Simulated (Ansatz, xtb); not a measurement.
Species: C$_{3}$H$_{5}$O$_{2}$, charge 0, multiplicity 2. It need not be the lowest isomer of its formula. 
Geometry from a B3LYP-D3(BJ)/def2-TZVP (Ansatz, a first-principles code) optimisation:
```
O
C 1 1.3562
O 2 1.2158 1 123.26
C 1 1.4325 2 115.36 3 0.00
H 4 1.0864 1 105.68 2 -180.00
H 4 1.0899 5 110.61 1 119.68
H 4 1.0899 5 110.61 6 120.63
C 2 1.4421 3 124.72 1 180.00
H 8 1.0787 2 118.21 3 0.00
H 8 1.0795 9 120.74 2 -180.00
```
Charge 0, spin multiplicity 2.

Harmonic wavenumbers from GFN2-xTB (xtb, at its own minimum), cm⁻¹: 79, 177, 258, 351, 396, 568, 628, 732, 854, 978, 1078, 1120, 1152, 1189, 1350, 1387, 1437, 1460, 1621, 2959, 2975, 3043, 3128, 3190.

Q: Give the harmonic wavenumbers at B3LYP-D3(BJ)/def2-TZVP (Ansatz, finite differences of forces, unscaled).

A: 141, 174, 287, 315, 425, 623, 656, 773, 853, 1010, 1075, 1174, 1212, 1276, 1453, 1476, 1484, 1498, 1685, 3049, 3116, 3154, 3174, 3292 cm⁻¹. Zero-point energy 47.7 kcal/mol.

Q: From these and the geometry, give the ideal-gas thermochemistry at 298.15 K and 1 atm (rigid rotor, harmonic oscillator).

A: Point group Cs, rotational symmetry number 1. Rotational constants 10.79, 4.395, 3.185 GHz. S(trans) 38.78, S(rot) 25.17, S(vib) 10.40, S(elec, spin only) 1.38, S 75.7 cal/(mol K). H(298) - H(0) 4.22 kcal/mol; G - E(el) 29.4 kcal/mol.
